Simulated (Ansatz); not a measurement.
Program: Ansatz. Geometries: PBE0-D4/def2-TZVP. ΔE: electronic, gas phase. CCSD(T)/CBS adds triple-zeta CCSD(T) − MP2 to the extrapolated MP2 energy (def2 sets, frozen cores). This one scheme is used for every species. Functionals use def2-TZVPP. For Ga outer-core shells are correlated without core-valence functions, which leaves a few kJ/mol of doubt a bond. Scalar relativity is left out up to krypton. Each species was taken in one conformer, which may not be the lowest.

`[SH][Ga]([Cl])[Cl]` + `CC(C)N` → `CC(C)[NH][Ga]([Cl])[Cl]` + H₂S  (ligand exchange at a Ga–S bond)

(1) Is it downhill or uphill in electronic energy at CCSD(T)/CBS, and by how much? (Best estimate.)

(2) What do these levels give: BLYP-D4, B97M-V, PBE0-D4, B2PLYP, r2SCANh, RPA@PBE/def2-TZVPP? (Best estimate.)

Largest T1 diagnostic among the species: 0.011.

## Answers

(1) The calculation gave: Uphill: ΔE = +0.39 eV.

(2) The calculation gave: BLYP-D4 0.42, B97M-V 0.52, PBE0-D4 0.50, B2PLYP 0.45, r2SCANh 0.52, RPA@PBE/def2-TZVPP 0.35 eV.

At CCSD(T), def2-SVP lies −0.07 eV from the extrapolated value and def2-TZVPP −0.01 eV. Leaving LDA and LC-ωPBE aside and taking each functional with its dispersion term where it has one, the values, not all of them listed here, spread over 0.12 eV, from CAM-B3LYP-D4 to B97M-V. LDA lies −0.10 eV from PBE without D4. In def2-TZVPP, CCSD(T) changes the Hartree–Fock value by −0.14 eV (the triples alone add −0.01 eV) and MP2 by −0.14 eV.
